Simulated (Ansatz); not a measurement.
`CC#[N+][Al-]([CH3])([CH3])[Cl]`. Total charge 0; spin multiplicity 1. All single points use the PBE0-D4/def2-TZVP geometry.

```xyz
16

C     0.530   -2.676    1.945
C     0.288   -1.472    1.190
N     0.096   -0.512    0.601
Al   -0.263    1.269   -0.314
C     1.437    1.589   -1.233
C    -1.912    0.882   -1.297
Cl   -0.542    2.433    1.481
H     1.027   -3.413    1.313
H     1.165   -2.446    2.802
H    -0.419   -3.083    2.298
H     1.646    0.825   -1.990
H     1.423    2.554   -1.749
H     2.282    1.612   -0.538
H    -2.271    1.775   -1.819
H    -1.767    0.106   -2.055
H    -2.720    0.556   -0.634
```

(1) What is the dipole moment at ωB97M-V/def2-TZVPP? (An estimate is asked.)

(2) And with PBE, r2SCAN, B3LYP? (Estimate.)

(3) Give the Mulliken charges with ωB97M-V, B3LYP, PBE in def2-TZVPP. (Best estimate.)

## Answers

(1) Ansatz gave: 8.81 D, with components (1.72, -8.34, 2.24) D in this frame, pointing from negative to positive charge.

(2) The calculation gave: PBE 8.44 D, r2SCAN 8.71 D, B3LYP 8.69 D.

(3) Ansatz gave: 
| atom | ωB97M-V | B3LYP | PBE |
| --- | --- | --- | --- |
| C1 | -0.18 | -0.12 | -0.10 |
| C2 | 0.07 | 0.01 | -0.10 |
| N3 | 0.00 | 0.05 | 0.14 |
| Al4 | 0.48 | 0.48 | 0.39 |
| C5 | -0.55 | -0.46 | -0.45 |
| C6 | -0.55 | -0.46 | -0.45 |
| Cl7 | -0.33 | -0.36 | -0.34 |
| H8 | 0.15 | 0.13 | 0.14 |
| H9 | 0.15 | 0.14 | 0.14 |
| H10 | 0.15 | 0.14 | 0.14 |
| H11 | 0.09 | 0.07 | 0.08 |
| H12 | 0.11 | 0.08 | 0.09 |
| H13 | 0.10 | 0.08 | 0.08 |
| H14 | 0.11 | 0.08 | 0.09 |
| H15 | 0.09 | 0.07 | 0.08 |
| H16 | 0.10 | 0.08 | 0.08 |

B3LYP here is the variant with VWN-RPA as its local correlation; programs differ in this.
